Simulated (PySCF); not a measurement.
TaF6, SMILES [F][Ta-]([F])([F])([F])([F])[F], charge -1, multiplicity 1.

Geometry optimised at B3LYP-D3(BJ)/def2-SVPD. The spin state was assumed, not searched. The isomer is the one that the SMILES or the coordinates give; other isomers of the formula were not compared. The def2 effective core potentials stand for the cores of Ta; spin–orbit coupling is left out.

Method: PySCF with B3LYP/def2-SVPD.

The total energy comes out as -656.19786 hartree. The point group is Oh and the highest occupied level is -6.29 eV. The lowest empty level is 2.39 eV, the orbital gap comes out as 8.68 eV and the dipole moment about the centre of nuclear charge is 0.00 D. The mean static polarisability is 50.7 bohr³ (7.51 Å³) and the polarisability, principal values comes out as 50.7, 50.7, 50.7 bohr³.
